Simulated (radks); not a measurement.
Q: Radial electron density D(r) = 4 pi r^2 rho(r) of an atom or ion with 1 electrons. Calculated with a radial shooting solver on a logarithmic mesh with Libxc functionals: non-relativistic Kohn-Sham, PBEsol, spin-polarised, spherical densities, point nucleus.

```
   r/bohr * D(r) (the largest magnitude, 2.11, reaches the edge; | marks zero)
  0.02916 |   *
  0.03394 |     *
  0.03951 |      *
    0.046 |        *
  0.05355 |           *
  0.06234 |              *
  0.07258 |                  *
  0.08449 |                      *
  0.09836 |                           *
   0.1145 |                                 *
   0.1333 |                                       *
   0.1552 |                                            *
   0.1807 |                                                 *
   0.2103 |                                                    *
   0.2448 |                                                      *
    0.285 |                                                     *
   0.3318 |                                                  *
   0.3863 |                                            *
   0.4497 |                                    *
   0.5236 |                           *
   0.6095 |                   *
   0.7096 |           *
    0.826 |      *
   0.9616 |  *
    1.119 |*
    1.303 *
    1.517 *
```

What is the nuclear charge?

A: Z = 4. The innermost maximum, from 1s, lies near 1/Z = 0.25 bohr (found: 0.253), and its height grows with Z. The density is that of the beryllium ion Be3+ in 1s(up 0.5, down 0.5); the configuration itself is not fixed sharply by these data. D(r) has 1 maximum, at r = 0.253 bohr.
